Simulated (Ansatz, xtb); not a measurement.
Stretching the Te1–H2 bond in hydrogen telluride (SMILES [TeH2]) (multiplicity 1 held, fragments rigid). Energies count from the point at 1.661 Å.
Geometry at that point (charge 0, multiplicity 1):
```xyz
3

Te     0.0001     0.0433     0.0016
H     -1.1804    -1.1248    -0.0390
H      1.1777    -1.1274    -0.0467
```

Restricted levels (R-, RO-) in cc, def2 and unpolarised 6-31G sets keep to the state of the molecule at rest. U- levels take the lowest unrestricted solution at each point, which mixes spins at long bonds. Curves can end on different states.

The values were computed with Ansatz (Gaussian orbitals); xtb for the GFN methods. Each number belongs to the level named beside it. In def2 rows elements past Kr take small-core potentials, without spin–orbit coupling. The GFN methods have no spin term and hold the electronic entropy of 300 K.

Task: One of these levels gives 115.43 kcal/mol for the energy at R = 5.316 Å. Which?
A) GFN2-xTB
B) U-r2SCAN/def2-TZVPP
C) U-HF/def2-TZVPP
D) R-B3LYP/def2-TZVPP

Result: D, R-B3LYP/def2-TZVPP. The others give 91.45 (GFN2-xTB), 49.55 (U-HF/def2-TZVPP), 72.82 (U-r2SCAN/def2-TZVPP)

Doubts at one or more of the structures used: a spin-contaminated determinant (U-HF/def2-TZVPP, U-r2SCAN/def2-TZVPP); a restricted determinant that unrestricted orbitals would lower (R-B3LYP/def2-TZVPP).

Ansatz is an electronic-structure program.
